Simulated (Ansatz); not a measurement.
Reaction (ligand exchange at a Ge–C bond): `B[O][GeH2][CH3]` + H–F → `B[O][GeH2][F]` + CH₄

Calculated with Ansatz (gas phase, PBE0-D4/def2-TZVP geometries, no zero-point term in ΔE). CBS: MP2 limit from def2 TZ/QZ plus the TZ coupled-cluster correction, frozen cores. This one scheme is used for every species. Functionals use def2-TZVPP. B3LYP here is the variant with VWN-RPA as its local correlation; programs differ in this. For Ge outer-core shells are correlated without core-valence functions, which leaves a few kJ/mol of doubt a bond. Scalar relativity is left out up to krypton. One conformer a species, not always the lowest.

`B[O][GeH2][CH3]`:

Cartesian coordinates in Å:
```
B 0.586 1.741 -0.892
O -0.613 1.149 -0.862
Ge -1.073 -0.399 -0.057
C 0.452 -1.189 0.847
H 1.543 1.254 -0.340
H 0.686 2.780 -1.489
H -2.199 -0.010 0.914
H -1.608 -1.282 -1.195
H 0.139 -2.120 1.323
H 0.837 -0.515 1.613
H 1.250 -1.408 0.138
```

H–F:

Z-matrix (Å, degrees):
```
F
H 1 0.920
```

`B[O][GeH2][F]`:

Z-matrix (Å, degrees):
```
Ge
O 1 1.778
F 1 1.730 2 105.1
H 1 1.530 2 110.2 3 115.4
H 1 1.526 2 107.2 3 -114.1
B 2 1.348 1 124.8 3 -93.4
H 6 1.199 2 117.8 1 177.6
H 6 1.206 2 120.5 1 -3.0
```

CH₄:

```xyz
5

C     0.000    0.000    0.000
H    -0.558   -0.539   -0.765
H     0.542   -0.711    0.623
H    -0.691    0.572    0.618
H     0.707    0.678   -0.476
```

```
             level  ΔE (kcal/mol)  difference from CCSD(T)/CBS
            PBE-D4          -18.4                         -0.7
         r2SCAN-D4          -20.8                         -3.1
           PBE0-D4          -18.0                         -0.3
          B3LYP-D4          -20.6                         -2.9
           ωB97X-V          -20.7                         -3.0
           ωB97M-V          -19.8                         -2.1
            B2PLYP          -21.3                         -3.6
               PBE          -19.4                         -1.7
            r2SCAN          -21.1                         -3.4
              PBE0          -18.9                         -1.2
             B3LYP          -22.2                         -4.5
     HF/def2-TZVPP          -25.1                         -7.4
    MP2/def2-TZVPP          -18.1                         -0.4
SCS-MP2/def2-TZVPP          -20.0                         -2.3
   CCSD/def2-TZVPP          -19.0                         -1.3
CCSD(T)/def2-TZVPP          -18.5                         -0.8
     HF/def2-QZVPP          -25.6                         -7.9
    MP2/def2-QZVPP          -17.8                         -0.1
SCS-MP2/def2-QZVPP          -19.8                         -2.1
      HF/CBS(def2)          -25.7                         -8.0
     MP2/CBS(def2)          -17.3                          0.4
    CCSD/CBS(def2)          -18.2                         -0.5
       CCSD(T)/CBS          -17.7                            0
```

Largest T1 diagnostic among the species: 0.013.

The D4 term adds +1.6 kcal/mol with B3LYP and +0.9 kcal/mol with PBE0; it sums over pairs of atoms, weighted by their polarisabilities, and B3LYP, whose exchange is more repulsive, gets the larger term. In def2-TZVPP, CCSD(T) changes the Hartree–Fock value by +6.5 kcal/mol (the triples alone add +0.5 kcal/mol) and MP2 by +6.9 kcal/mol.
